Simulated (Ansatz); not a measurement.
Geometry optimisation, DFT PBEsol, scalar-relativistic, plane waves, PAW in Ansatz.

The input (input.yaml):

```yaml
accuracy: low
crystal:
  lattice:
    - [-2.29, -3.966396, 0.0]
    - [3.435, -1.983198, 0.0]
    - [0.0, 0.0, 7.17686]
  atoms:
    - { symbol: Be, position: [0.75, 0.5, 0.0] }
    - { symbol: Be, position: [0.5, 0.3333333, 0.25] }
    - { symbol: Be, position: [0.75, 0.5, 0.5] }
    - { symbol: Be, position: [0.5, 0.3333333, 0.75] }
    - { symbol: Be, position: [0.5, 0.0, 0.0] }
    - { symbol: Be, position: [0.25, 0.8333333, 0.25] }
    - { symbol: Be, position: [0.5, 0.0, 0.5] }
    - { symbol: Be, position: [0.25, 0.8333333, 0.75] }
    - { symbol: Be, position: [0.25, 0.5, 0.0] }
    - { symbol: Be, position: [0.0, 0.3333333, 0.25] }
    - { symbol: Be, position: [0.25, 0.5, 0.5] }
    - { symbol: Be, position: [0.0, 0.3333333, 0.75] }
    - { symbol: Be, position: [0.0, 0.0, 0.0] }
    - { symbol: Be, position: [0.75, 0.8333333, 0.25] }
    - { symbol: Be, position: [0.0, 0.0, 0.5] }
    - { symbol: Be, position: [0.75, 0.8333333, 0.75] }
    - { symbol: H, position: [-0.0210212, 0.6732291, 0.3701876] }
basis:
  ecutwfc: 420.0
kpoints:
  mp_grid: { grid: [2, 3, 2] }
hamiltonian:
  xc: pbesol
scf:
  occupations: { method: fermi_dirac, width: 0.1 }
  lower_state_search: "off"
relax:
  f_tol: 0.08
  max_steps: 25
  adjacent_minimum: "off"
```

Run as:

```bash
$ ansatz run input.yaml --threads 1 --pin off --max-ram 3072MiB --backend cpu --events-out ev --progress --plain --runs-dir out
```

Problem. Where does it end, and by what steps?

Solution. The forces met the threshold. The threshold is loose, so the end isn't yet a minimum. The force dipped under the threshold on the way, but the program's further checks kept it going. Limits of this set-up: coarse k mesh, odd electron count without spin, low accuracy level. After 6 steps the energy has fallen by 0.097 eV; H17 moved furthest, 0.16 Å.

```csv
step,energy less start (eV),largest force component (eV/Å),accepted
0,0.0000,0.491,yes
1,-0.0619,0.272,yes
2,-0.0895,0.072,yes
3,-0.0911,0.052,yes
4,-0.0933,0.032,yes
5,-0.0948,0.040,yes
6,-0.0967,0.060,yes
```

```xyz
17
Lattice="-2.2900 -3.9664 0.0000 3.4350 -1.9832 0.0000 0.0000 0.0000 7.1769" Properties=species:S:1:pos:R:3
Be 0.013 -3.931 0.001
Be -0.027 -2.625 1.807
Be 0.009 -3.898 3.631
Be -0.027 -2.612 5.417
Be -1.125 -1.981 -0.009
Be 2.287 -2.674 1.765
Be -1.134 -1.983 3.601
Be 2.272 -2.658 5.375
Be 1.132 -2.003 0.002
Be 1.138 -0.648 1.772
Be 1.099 -2.004 3.628
Be 1.172 -0.673 5.397
Be -0.016 0.014 -0.017
Be 1.170 -4.592 1.769
Be 0.046 -0.018 3.618
Be 1.161 -4.598 5.379
H 2.352 -1.387 2.580
```

Run time: 16 s on 1 thread of Arm Neoverse V1, on a shared host, peak memory 0.31 GiB.
